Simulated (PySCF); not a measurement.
## C²⁺: ionisation energy

C²⁺ [He] 2s2 → C³⁺ [He] 2s1 [2s1/2^1, M_J = 1/2], as a difference of total energies. All numbers are calculated (PySCF 2.14, the two-component X2C-1e Hamiltonian, in an even-tempered Gaussian basis (18 s from 0.12 bohr⁻², ratio 2.4; 11 p from 0.16 bohr⁻², ratio 2.4; 6 d from 0.7 bohr⁻², ratio 2.6; 5 f from 1.1 bohr⁻², ratio 2.6)). Correlated levels: nothing frozen; the 30 highest virtual spinors dropped. "Screened" scales the spin-orbit matrix elements by Boettger's factors to mimic the two-electron term; Breit and QED terms are absent.

```json
{"method": "GHF (screened spin-orbit)", "ionisation energy (eV)": "45.797", "error (eV)": "-2.091"}
{"method": "GMP2 (screened spin-orbit)", "ionisation energy (eV)": "47.122", "error (eV)": "-0.766"}
```

Reference: 47.888 eV (measured; NIST Atomic Spectra Database, ionization energies).

MP2 underrates the near-degeneracy of ns² with np² in the lower species.
